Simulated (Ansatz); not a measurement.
Frontier orbitals of `C[S][SbH2]`.

The species carries charge 0 and has multiplicity 1. Correlated methods include outer-core shells of Sb, which these sets cover unevenly. Sb: def2 effective core potential. The structure was optimised at the PBE0-D4/def2-TZVP level. Basis def2-TZVPP, the Gaussian-basis code of Ansatz.

```
functional  HOMO (eV)  LUMO (eV)
   r2SCANh      -6.20      -1.31
```

Task: Give HOMO and LUMO (eV) with LDA (SPW92), PBE, revPBE, BLYP, r2SCAN, B97M-V, PBE0, B3LYP, r2SCAN0, HSE06 (plane-wave form), BHLYP, CAM-B3LYP, LC-ωPBE, ωB97X-V, ωB97M-V, HF. (Estimate.)

Result: Computed: 
```tsv
functional	HOMO	LUMO
LDA (SPW92)	-5.59	-2.01
PBE	-5.50	-1.79
revPBE	-5.46	-1.71
BLYP	-5.34	-1.69
r2SCAN	-5.75	-1.58
B97M-V	-5.85	-1.61
PBE0	-6.71	-1.04
B3LYP	-6.47	-1.25
r2SCAN0	-6.87	-0.91
HSE06 (plane-wave form)	-6.31	-1.40
BHLYP	-7.78	-0.24
CAM-B3LYP	-8.01	-0.10
LC-ωPBE	-9.40	0.98
ωB97X-V	-9.05	0.87
ωB97M-V	-8.88	0.67
HF	-9.50	1.83
```

B3LYP here is the variant with VWN-RPA as its local correlation; programs differ in this. LC-ωPBE has ω = 0.4 bohr⁻¹. Positive LUMOs are unbound and depend on the basis.
